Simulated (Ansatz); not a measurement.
FH$_{2}$OPSi at its PBE0-D4/def2-TZVP geometry, where that method's forces vanish. The species carries charge 0 and has multiplicity 1. The bonds changed during the relaxation, so this is another structure than the one it started from.

```tsv
atom	x (Å)	y (Å)	z (Å)
F1	-1.775	0.890	0.857
Si2	-0.679	0.180	1.810
O3	0.319	-0.512	0.716
P4	0.459	-0.758	-0.920
H5	1.784	-0.259	-1.065
H6	-0.109	0.459	-1.398
```

Problem. For each bond, give half the difference of the two atoms' forces along it (eV/Å; positive pushes the atoms apart) under PBE-D4, r2SCAN-D4, B3LYP-D4, ωB97M-V in def2-TZVPP. (Estimate.)

Solution. Computed: 
```tsv
bond	length (Å)	PBE-D4	r2SCAN-D4	B3LYP-D4	ωB97M-V
F1–Si2	1.617	0.57	0.05	0.24	0.17
Si2–O3	1.635	0.31	0.02	0.05	0.07
O3–P4	1.660	0.32	0.13	0.17	0.08
P4–H5	1.423	0.20	0.01	-0.06	-0.14
P4–H6	1.425	0.20	0.00	-0.05	-0.13
```

B3LYP here is the variant with VWN-RPA as its local correlation; programs differ in this.
